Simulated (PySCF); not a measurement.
Computed Raman spectrum (relative Raman activity) of a molecule CH₇FN₂Si. The structure is a stationary point at r2SCAN-D4/def2-SVP. Other conformers were not sampled. Method: r2SCAN-D4/def2-SVP (PySCF). Frequencies are harmonic and unscaled.

Lines under 2 % of the strongest are left out, and lines within 2 cm⁻¹ are merged.

ν (cm⁻¹): 757 (w), 773 (vw), 810 (w), 867 (vw), 1445 (w), 1466 (w), 1503 (w), 1534 (vw), 2234 (s), 2992 (vs), 3062 (s), 3118 (m), 3590 (m), 3592 (s), 3695 (m) (against the strongest line: vs over 80 %, s over 45 %, m over 15 %, w over 4 %, vw less)

Problem. Which molecule gave these data?
(A) NC[Si@H](N)F
(B) CN[Si@H](N)F
(C) N[SiH](N)CF
(D) C[Si](N)(N)F

Solution. B, CN[Si@H](N)F
